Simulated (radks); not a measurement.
Results of a calculation; reference values are marked as such.
Spherical quantum dot in the effective-mass picture: electrons in a hard-walled sphere of radius 3.16, with a point charge +1 (a donor) at the centre, all in effective atomic units (hartree* = m*/eps^2 hartree, bohr* = eps/m* bohr), one dielectric constant everywhere. Level of theory: non-relativistic Kohn-Sham, LDA (Slater exchange, Perdew-Wang correlation), spin-polarised, spherical densities (a radial shooting solver with Libxc functionals). Levels are named by radial order and angular momentum (1s, 1p, 1d, 2s, ...), and open shells are averaged over m.

N = 7, configuration 1s2 1p(up 3, down 2). This is the lowest configuration that the search found. Occupied and some empty levels:

level,occupation,eigenvalue (hartree*),<r> (bohr*)
1s up,1,2.7641,1.585
1s down,1,2.7923,1.578
1p up,3,3.2674,1.962
1p down,2,3.2990,1.962
1d up,0,3.8572,2.115
1d down,0,3.8885,2.116
2s up,0,3.9681,1.474
2s down,0,3.9880,1.478
1f up,0,4.5865,2.218
1f down,0,4.6170,2.220

Energy (hartree*): total 10.9528, kinetic 6.2157, external -4.4257, Hartree 11.820, exchange-correlation -2.6567.

Electron density:

r (bohr*),n(r) (e/bohr*^3)
0.156,0.2448
0.393,0.1725
0.630,0.1390
0.867,0.1263
1.10,0.1234
1.34,0.1232
1.58,0.1202
1.81,0.1106
2.05,0.09252
2.29,0.06713
2.52,0.03931
2.76,0.01588
3.00,0.002475
